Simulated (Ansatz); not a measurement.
Reaction (ligand exchange at a Ge–N bond): `C[NH][GeH]([Cl])[O]C` + silanol → `C[O][GeH]([Cl])[O][SiH3]` + CH₃NH₂

Calculated with Ansatz (gas phase, PBE0-D4/def2-TZVP geometries, no zero-point term in ΔE). CCSD(T)/CBS adds triple-zeta CCSD(T) − MP2 to the extrapolated MP2 energy (def2 sets, frozen cores). DFT in def2-TZVPP. For Ge outer-core shells are correlated without core-valence functions, which leaves a few kJ/mol of doubt a bond. Scalar relativity is left out up to krypton. One conformer a species, not always the lowest.

`C[NH][GeH]([Cl])[O]C`:

```xyz
14

C    -1.736   -1.452    0.491
N    -0.716   -0.759   -0.272
Ge   -0.426    1.027   -0.137
Cl   -0.360    1.430    1.980
O     1.127    1.370   -0.887
C     2.294    0.725   -0.418
H    -2.753   -1.330    0.096
H    -1.513   -2.522    0.527
H    -1.730   -1.087    1.519
H    -0.627   -1.101   -1.218
H    -1.410    2.016   -0.772
H     2.599    1.118    0.557
H     3.092    0.921   -1.138
H     2.158   -0.358   -0.329
```

`O[SiH3]`:

Cartesian coordinates in Å:
```
O -0.906 0.221 0.879
Si 0.326 0.085 -0.206
H -1.547 -0.489 0.919
H 1.161 -1.119 0.057
H 1.145 1.309 -0.046
H -0.179 -0.006 -1.604
```

`C[O][GeH]([Cl])[O][SiH3]`:

```xyz
13

C     0.390   -1.620    1.161
O    -0.171   -0.499    1.816
Ge   -0.067    1.095    1.100
Cl    2.000    1.564    0.758
O    -0.863    1.119   -0.459
Si   -0.593    0.623   -2.001
H     1.458   -1.482    0.963
H     0.268   -2.480    1.821
H    -0.123   -1.834    0.217
H    -0.728    2.094    2.036
H     0.861    0.601   -2.307
H    -1.144   -0.745   -2.190
H    -1.286    1.564   -2.915
```

CH₃NH₂:

Z-matrix (Å, degrees):
```
C
N 1 1.453
H 1 1.092 2 109.4
H 1 1.100 2 115.4 3 -121.6
H 1 1.092 2 109.4 3 116.8
H 2 1.012 1 110.6 3 62.6
H 2 1.012 1 110.6 3 -179.3
```

| level | ΔE (kJ/mol) |
| --- | --- |
| r2SCAN-D4 | -40.4 |
| HF/CBS(def2) | -53.1 |

Problem. What does CCSD(T)/CBS give? (Best estimate.)

Solution. The calculation gave: -38.9 kJ/mol. The listed levels differ from it by -1.5, -14.2 kJ/mol.

Largest T1 diagnostic among the species: 0.012.

In def2-TZVPP, CCSD(T) changes the Hartree–Fock value by +11.2 kJ/mol (the triples alone add +1.0 kJ/mol) and MP2 by +13.7 kJ/mol.
